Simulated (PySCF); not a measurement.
## An excited-state table with gaps

Species: SnCl2(pyrrolidide)2, C₈H₁₆Cl₂N₂Sn.
Bonds: Sn1–Cl2, Sn1–Cl3, Sn1–N4, Sn1–N17, N4–C5, N4–C8, C5–C6, C6–C7, C7–C8, N17–C18, N17–C21, C18–C19, C19–C20, C20–C21. Hydrogens: H9, H10 on C5; H11, H12 on C6; H13, H14 on C7; H15, H16 on C8; H22, H23 on C18; H24, H25 on C19; H26, H27 on C20; H28, H29 on C21.

Level of theory: PySCF 2.14.0, density-fitted response routines, TDDFT CAM-B3LYP/def2-SVPD, vertical, gas phase, core orbitals frozen in the response, def2 core potentials past Kr. The structure is a single PBE0-D3(BJ)/def2-SVP conformer in the gas phase; no vibrational or solvent corrections. Spin–orbit coupling is left out.

Orbital energies (eV): HOMO-3 -10.33, HOMO-2 -10.30, HOMO-1 -8.31, HOMO -8.11, LUMO -0.77, LUMO+1 1.07, LUMO+2 1.17.

Lowest singlets, with some entries withheld (?).

```csv
state,ν̃ (cm⁻¹),f,"main configurations (H = HOMO, L = LUMO)"
S1,34490,0.047,H→L (91%)
S2,36180,0.063,H-1→L (90%)
S3,49110,0.030,"H-2→L (70%), H-3→L (20%)"
S4,49520,0.0003,"H-4→L (74%), H-3→L (8%)"
S5,50190,0.021,"H-3→L (39%), H→L+2 (22%), H-4→L (11%)"
S6,?,0.098,"H→L+1 (30%), H→L+2 (18%), H-5→L (12%)"
S7,?,0.049,"H-5→L (45%), H-7→L (22%)"
S8,?,0.020,"H→L+2 (35%), H→L+1 (22%)"
S9,?,0.022,"H-1→L+2 (47%), H-1→L+1 (22%)"
S10,?,0.028,"H-1→L+1 (37%), H-1→L+2 (26%), H-1→L+4 (9%)"
```

(1) Supply the missing values.

(2) Where do the lowest triplets lie (Tamm–Dancoff)?

(3) How far apart are S5 and S8, in eV and cm⁻¹?

(4) What is the mean static polarisability from the same response equations?

Answers

(1) 
- S6: ν̃ = 50850 cm⁻¹
- S7: ν̃ = 51170 cm⁻¹
- S8: ν̃ = 52160 cm⁻¹
- S9: ν̃ = 53080 cm⁻¹
- S10: ν̃ = 53890 cm⁻¹

(2) T1 3.72 eV, H→L (88%); T2 3.87 eV, H-1→L (87%); T3 5.61 eV, H-2→L (55%), H-3→L (34%); T4 5.73 eV, H-3→L (30%), H-4→L (26%), H-2→L (24%). E(S1) − E(T1) = +0.56 eV.

(3) 6.467 − 6.223 = 0.244 eV, or about 1970 cm⁻¹.

(4) 171.2 au (25.37 Å³), with principal values 158.1, 162.2 and 193.2 au.

The run took 2.3 min wall, 5.2 min CPU (grids of density and orbitals included) on an AMD EPYC 9R45 with 2 threads, on a shared host, and the process peaked at 4.2 GiB of memory.
